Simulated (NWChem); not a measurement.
System: GeHI, singlet; SMILES [GeH][I]

All runs: NWChem. Low-valent species are run as closed-shell singlets; no triplet was tried in these runs. The geometry was optimised at PBE0/def2-SVP. def2 effective core potentials on I; no spin-orbit coupling. Vertical excitations in the gas phase; the lowest state need not have the same character in each row.

For level PBE/def2-SVP, TDA:

```yaml
orbital gap (eV): 1.86
```

Task: How do the values read with level LDA (Slater exchange, VWN5)/def2-SVP, TDA instead?

Result: 
- orbital gap (eV) = 1.75
